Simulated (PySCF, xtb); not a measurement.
CdH2, SMILES [CdH2].

GFN2-xTB run with xtb 6.7.1 at its own geometry gives an orbital gap of 7.78 eV and a dipole moment of 0.00 D.

Coordinates come from a PBE0-D3(BJ)/def2-TZVPD optimisation. The def2 effective core potentials stand for the cores of Cd; spin–orbit coupling is left out.

### Question
What does PBE/def2-TZVPD in PySCF give? (The exact figures need the calculation; the answer reports its results.)

### Answer
gap 5.29 eV (levels -6.70 and -1.41 eV), dipole 0.00 D.
